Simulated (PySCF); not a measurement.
Computed shifts of a molecule C₄H₇NSi, HF/pcSseg-1 run with PySCF, GIAO, gas phase, atoms alike by connectivity averaged where their shifts nearly agree, in ppm (number of nuclei): ¹³C: 182.0 (1), 164.7 (1), 122.7 (1), 54.8 (1). ²⁹Si: -78.2 (1). ¹⁵N: 491.1 (1). ¹H: 9.40 (1), 7.20 (1), 6.22 (1), 4.91 (2), 4.36 (2). References: ¹³C against TMS (σ = 192.6 ppm); ²⁹Si against TMS (σ = 393.8 ppm); ¹⁵N against NH3 (σ = 267.3 ppm); ¹H against TMS (σ = 31.99 ppm), references at their B3LYP-D3(BJ)/def2-TZVP geometries, non-relativistic. Coordinates come from a PBE0-D3(BJ)/def2-SVP optimisation. The values are those of a single conformer.

Problem. Which structure fits?
A. C/N=C/C#C[SiH3]
B. C#CC/C=N/[SiH3]
C. CC1=C[SiH2]N=C1
D. C1=C[SiH2]C=NC1

Solution. D, C1=C[SiH2]C=NC1
